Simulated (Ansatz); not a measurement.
Ansatz (a first-principles code) input file for In(Me)2(NH3) (C2H9InN), SMILES [CH3][In]([CH3])<-[NH3] (connectivity only; charge and spin as stated), neutral, multiplicity 2, PBE0-D3(BJ)/def2-SVP. 

Ansatz 0.2 input:
```yaml
crystal:
  periodic: [false, false, false]
  atoms:
    - {symbol: In, position_ang: [0.28093635, 0.13134939, 0.41406897]}
    - {symbol: C, position_ang: [1.19366914, 0.92021071, -1.64795250]}
    - {symbol: H, position_ang: [2.00497348, 0.29127286, -2.00684696]}
    - {symbol: H, position_ang: [1.55361425, 1.93855981, -1.52274275]}
    - {symbol: H, position_ang: [0.37408694, 0.91307947, -2.36453307]}
    - {symbol: C, position_ang: [-2.05034355, 0.55778669, 0.71700719]}
    - {symbol: H, position_ang: [-2.56818103, -0.31868797, 1.09977055]}
    - {symbol: H, position_ang: [-2.43628135, 0.81618685, -0.26767693]}
    - {symbol: H, position_ang: [-2.20291548, 1.39435008, 1.39443913]}
    - {symbol: N, position_ang: [-0.49014977, -1.97296310, -1.02461522]}
    - {symbol: H, position_ang: [-1.37623213, -1.58723003, -1.33171744]}
    - {symbol: H, position_ang: [-0.66004738, -2.91713146, -0.69664112]}
    - {symbol: H, position_ang: [0.11619665, -2.02376230, -1.83545271]}
basis:
  gaussian:
    orbitals: def2-SVP
hamiltonian:
  xc: pbe0
  dispersion: d3bj
magnetization: {spin_polarized: true, initial_magnetization: 1}
relax: {f_tol: 0.002, max_steps: 200}
```

Log of the run:

```
WARN ansatz: RAYON_NUM_THREADS=2 ignored (pool sized by the plan → 2); use --threads N
Functional definition: PBE0
integrals: 0.08 GiB planned
1348 factors; integrals over basis functions are off by at most 4.1e-4 eV
mean field: 0.85 GiB planned
mean field evaluation 1: about -8861.6763 eV, gradient 5.4e1 eV
mean field evaluation 2: about -8846.4014 eV, gradient 7.2e1 eV
mean field evaluation 4: about -8876.4095 eV, gradient 1.7e0 eV
mean field evaluation 8: about -8876.4476 eV, gradient 2.4e-1 eV
mean field evaluation 16: about -8876.4480 eV, gradient 2.4e-4 eV
mean field -8876.44795519 eV, -326.2034456806 hartree, gradient 2.5e-5 eV, S^2 0.755299; 0 other end points of the search recorded, 0 dependent functions left out
the calculation of the forces begins
reference -8876.44799005 eV, -326.2034469618 hartree; 25, 24 occupied and 88, 89 virtual orbitals, 1348 factors
relax step   1: F+E_penalty+E_count = -8876.66018147 eV  Δ(F+E_penalty+E_count) = +0.000e0 eV  max|allowed force component| = 1.293e0 eV/Å  Δτ_max = 0.0000 Å  (32 SCF iters, accepted)
these checks for a lower state are left out or cut short: starts, cluster_reference, orbital_swaps, neighbouring_geometries, increment
integrals: 0.08 GiB planned
1348 factors; integrals over basis functions are off by at most 4.2e-4 eV
mean field: 0.86 GiB planned
mean field -8876.69894874 eV, -326.2126695235 hartree, gradient 2.1e-5 eV, S^2 0.752169; 0 other end points of the search recorded, 0 dependent functions left out
the calculation of the forces begins
[...]
mean field: 0.85 GiB planned
mean field -8876.75657529 eV, -326.2147872604 hartree, gradient 7.3e-5 eV, S^2 0.751983; 0 other end points of the search recorded, 0 dependent functions left out
the calculation of the forces begins
reference -8876.75661174 eV, -326.2147885998 hartree; 25, 24 occupied and 88, 89 virtual orbitals, 1348 factors
relax step  36: F+E_penalty+E_count = -8876.96138756 eV  Δ(F+E_penalty+E_count) = +4.675e-4 eV  max|allowed force component| = 9.007e-2 eV/Å  Δτ_max = 0.0227 Å  (28 SCF iters, rejected (line search))
these checks for a lower state are left out or cut short: starts, cluster_reference, orbital_swaps, neighbouring_geometries, increment
integrals: 0.08 GiB planned
1348 factors; integrals over basis functions are off by at most 4.2e-4 eV
mean field: 0.85 GiB planned
mean field -8876.75702967 eV, -326.2148039583 hartree, gradient 2.2e-5 eV, S^2 0.751980; 0 other end points of the search recorded, 0 dependent functions left out
the calculation of the forces begins
reference -8876.75706608 eV, -326.2148052963 hartree; 25, 24 occupied and 88, 89 virtual orbitals, 1348 factors
relax step  37: F+E_penalty+E_count = -8876.96190140 eV  Δ(F+E_penalty+E_count) = -4.637e-5 eV  max|allowed force component| = 3.386e-3 eV/Å  Δτ_max = 0.0112 Å  (25 SCF iters, accepted)
these checks for a lower state are left out or cut short: starts, cluster_reference, orbital_swaps, neighbouring_geometries, increment
integrals: 0.08 GiB planned
1348 factors; integrals over basis functions are off by at most 4.2e-4 eV
mean field: 0.85 GiB planned
mean field -8876.75707438 eV, -326.2148056015 hartree, gradient 1.8e-5 eV, S^2 0.751981; 0 other end points of the search recorded, 0 dependent functions left out
the calculation of the forces begins
reference -8876.75711080 eV, -326.2148069400 hartree; 25, 24 occupied and 88, 89 virtual orbitals, 1348 factors
relax step  38: F+E_penalty+E_count = -8876.96192064 eV  Δ(F+E_penalty+E_count) = -1.924e-5 eV  max|allowed force component| = 3.448e-3 eV/Å  Δτ_max = 0.0153 Å  (25 SCF iters, accepted)
these checks for a lower state are left out or cut short: starts, cluster_reference, orbital_swaps, neighbouring_geometries, increment
integrals: 0.08 GiB planned
1348 factors; integrals over basis functions are off by at most 4.3e-4 eV
mean field: 0.85 GiB planned
mean field evaluation 224: about -8876.7571 eV, gradient 3.4e-5 eV
mean field -8876.75708775 eV, -326.2148060927 hartree, gradient 7.3e-5 eV, S^2 0.751981; 0 other end points of the search recorded, 0 dependent functions left out
the calculation of the forces begins
reference -8876.75712417 eV, -326.2148074310 hartree; 25, 24 occupied and 88, 89 virtual orbitals, 1348 factors
relax step  39: F+E_penalty+E_count = -8876.96193365 eV  Δ(F+E_penalty+E_count) = -1.300e-5 eV  max|allowed force component| = 9.998e-3 eV/Å  Δτ_max = 0.0213 Å  (28 SCF iters, accepted)
these checks for a lower state are left out or cut short: starts, cluster_reference, orbital_swaps, neighbouring_geometries, increment
integrals: 0.08 GiB planned
1348 factors; integrals over basis functions are off by at most 4.3e-4 eV
mean field: 0.85 GiB planned
mean field -8876.75708538 eV, -326.2148060058 hartree, gradient 1.5e-5 eV, S^2 0.751981; 0 other end points of the search recorded, 0 dependent functions left out
the calculation of the forces begins
reference -8876.75712179 eV, -326.2148073437 hartree; 25, 24 occupied and 88, 89 virtual orbitals, 1348 factors
relax step  40: F+E_penalty+E_count = -8876.96194321 eV  Δ(F+E_penalty+E_count) = -9.558e-6 eV  max|allowed force component| = 8.256e-3 eV/Å  Δτ_max = 0.0059 Å  (24 SCF iters, accepted)
these checks for a lower state are left out or cut short: starts, cluster_reference, orbital_swaps, neighbouring_geometries, increment
integrals: 0.08 GiB planned
1348 factors; integrals over basis functions are off by at most 4.4e-4 eV
mean field: 0.85 GiB planned
mean field -8876.75709486 eV, -326.2148063540 hartree, gradient 1.4e-5 eV, S^2 0.751980; 0 other end points of the search recorded, 0 dependent functions left out
the calculation of the forces begins
reference -8876.75713125 eV, -326.2148076915 hartree; 25, 24 occupied and 88, 89 virtual orbitals, 1348 factors
relax step  41: F+E_penalty+E_count = -8876.96195317 eV  Δ(F+E_penalty+E_count) = -9.969e-6 eV  max|allowed force component| = 5.531e-3 eV/Å  Δτ_max = 0.0122 Å  (25 SCF iters, accepted)
these checks for a lower state are left out or cut short: starts, cluster_reference, orbital_swaps, neighbouring_geometries, increment
integrals: 0.08 GiB planned
1348 factors; integrals over basis functions are off by at most 4.4e-4 eV
mean field: 0.85 GiB planned
mean field -8876.75709973 eV, -326.2148065330 hartree, gradient 1.1e-5 eV, S^2 0.751981; 0 other end points of the search recorded, 0 dependent functions left out
the calculation of the forces begins
reference -8876.75713612 eV, -326.2148078702 hartree; 25, 24 occupied and 88, 89 virtual orbitals, 1348 factors
relax step  42: F+E_penalty+E_count = -8876.96195917 eV  Δ(F+E_penalty+E_count) = -5.997e-6 eV  max|allowed force component| = 7.148e-3 eV/Å  Δτ_max = 0.0155 Å  (25 SCF iters, accepted)
these checks for a lower state are left out or cut short: starts, cluster_reference, orbital_swaps, neighbouring_geometries, increment
integrals: 0.08 GiB planned
1348 factors; integrals over basis functions are off by at most 4.5e-4 eV
mean field: 0.85 GiB planned
mean field -8876.75711511 eV, -326.2148070981 hartree, gradient 2.0e-5 eV, S^2 0.751980; 0 other end points of the search recorded, 0 dependent functions left out
the calculation of the forces begins
reference -8876.75715149 eV, -326.2148084353 hartree; 25, 24 occupied and 88, 89 virtual orbitals, 1348 factors
relax step  43: F+E_penalty+E_count = -8876.96196173 eV  Δ(F+E_penalty+E_count) = -2.557e-6 eV  max|allowed force component| = 7.017e-3 eV/Å  Δτ_max = 0.0075 Å  (24 SCF iters, accepted)
these checks for a lower state are left out or cut short: starts, cluster_reference, orbital_swaps, neighbouring_geometries, increment
integrals: 0.08 GiB planned
1348 factors; integrals over basis functions are off by at most 4.5e-4 eV
mean field: 0.85 GiB planned
mean field -8876.75710637 eV, -326.2148067772 hartree, gradient 1.8e-5 eV, S^2 0.751981; 0 other end points of the search recorded, 0 dependent functions left out
the calculation of the forces begins
reference -8876.75714275 eV, -326.2148081141 hartree; 25, 24 occupied and 88, 89 virtual orbitals, 1348 factors
relax step  44: F+E_penalty+E_count = -8876.96196435 eV  Δ(F+E_penalty+E_count) = -2.622e-6 eV  max|allowed force component| = 4.393e-3 eV/Å  Δτ_max = 0.0060 Å  (24 SCF iters, accepted)
these checks for a lower state are left out or cut short: starts, cluster_reference, orbital_swaps, neighbouring_geometries, increment
integrals: 0.08 GiB planned
1348 factors; integrals over basis functions are off by at most 4.5e-4 eV
mean field: 0.85 GiB planned
mean field evaluation 256: about -8876.7316 eV, gradient 8.2e-2 eV
mean field -8876.75712439 eV, -326.2148074391 hartree, gradient 3.8e-5 eV, S^2 0.751979; 0 other end points of the search recorded, 0 dependent functions left out
the calculation of the forces begins
reference -8876.75716078 eV, -326.2148087764 hartree; 25, 24 occupied and 88, 89 virtual orbitals, 1348 factors
relax step  45: F+E_penalty+E_count = -8876.96195161 eV  Δ(F+E_penalty+E_count) = +1.274e-5 eV  max|allowed force component| = 1.601e-2 eV/Å  Δτ_max = 0.0012 Å  (23 SCF iters, rejected (line search))
these checks for a lower state are left out or cut short: starts, cluster_reference, orbital_swaps, neighbouring_geometries, increment
integrals: 0.08 GiB planned
1348 factors; integrals over basis functions are off by at most 4.5e-4 eV
mean field: 0.85 GiB planned
mean field -8876.75711519 eV, -326.2148071011 hartree, gradient 2.3e-5 eV, S^2 0.751981; 0 other end points of the search recorded, 0 dependent functions left out
the calculation of the forces begins
reference -8876.75715157 eV, -326.2148084382 hartree; 25, 24 occupied and 88, 89 virtual orbitals, 1348 factors
relax step  46: F+E_penalty+E_count = -8876.96196560 eV  Δ(F+E_penalty+E_count) = -1.251e-6 eV  max|allowed force component| = 2.280e-4 eV/Å  Δτ_max = 0.0005 Å  (21 SCF iters, accepted)
these checks for a lower state are left out or cut short: starts, cluster_reference, orbital_swaps, neighbouring_geometries, increment
integrals: 0.08 GiB planned
1348 factors; integrals over basis functions are off by at most 4.5e-4 eV
mean field: 0.85 GiB planned
mean field -8876.75711668 eV, -326.2148071559 hartree, gradient 7.2e-5 eV, S^2 0.751981; 0 other end points of the search recorded, 0 dependent functions left out
the calculation of the forces begins
reference -8876.75715306 eV, -326.2148084930 hartree; 25, 24 occupied and 88, 89 virtual orbitals, 1348 factors
relax step  47: F+E_penalty+E_count = -8876.96196598 eV  Δ(F+E_penalty+E_count) = -3.806e-7 eV  max|allowed force component| = 6.880e-4 eV/Å  Δτ_max = 0.0035 Å  (21 SCF iters, accepted)
integrals: 0.08 GiB planned
1348 factors; integrals over basis functions are off by at most 4.5e-4 eV
mean field: 0.85 GiB planned
mean field -8876.75711668 eV, -326.2148071559 hartree, gradient 7.2e-5 eV, S^2 0.751981; 1 other end points of the search recorded, 0 dependent functions left out
the calculation of the forces begins
reference -8876.75715306 eV, -326.2148084930 hartree; 25, 24 occupied and 88, 89 virtual orbitals, 1348 factors
Total energy: -8876.96200236 eV, -326.2223365659 hartree
Atom 0 at     0.171761     0.010591     0.187919 Å, force     0.000127    -0.000069     0.000085 eV/Å
Atom 1 at     1.065295     0.984247    -1.590127 Å, force    -0.000105     0.000099    -0.000023 eV/Å
Atom 2 at     1.875920     0.376468    -2.019895 Å, force     0.000013    -0.000068     0.000030 eV/Å
Atom 3 at     1.485454     1.962817    -1.311739 Å, force    -0.000016    -0.000014    -0.000027 eV/Å
Atom 4 at     0.290956     1.147534    -2.358302 Å, force     0.000050     0.000020    -0.000022 eV/Å
Atom 5 at    -1.919389     0.544984     0.687288 Å, force    -0.000047     0.000044    -0.000122 eV/Å
Atom 6 at    -2.417126    -0.255575     1.255238 Å, force     0.000014    -0.000054     0.000031 eV/Å
Atom 7 at    -2.488837     0.738880    -0.237104 Å, force    -0.000042     0.000009     0.000056 eV/Å
Atom 8 at    -1.937924     1.458717     1.300786 Å, force     0.000035    -0.000013    -0.000017 eV/Å
Atom 9 at    -0.514361    -1.985442    -1.096214 Å, force    -0.000217    -0.000688    -0.000556 eV/Å
Atom 10 at    -1.141218    -1.712354    -1.853369 Å, force     0.000179     0.000080     0.000340 eV/Å
Atom 11 at    -1.011535    -2.663152    -0.519727 Å, force     0.000154     0.000341    -0.000101 eV/Å
Atom 12 at     0.280332    -2.464695    -1.517647 Å, force    -0.000146     0.000312     0.000325 eV/Å
Dipole moment:    -0.258488    -0.772036    -0.487572 e Å
```

Self-consistency was reached.
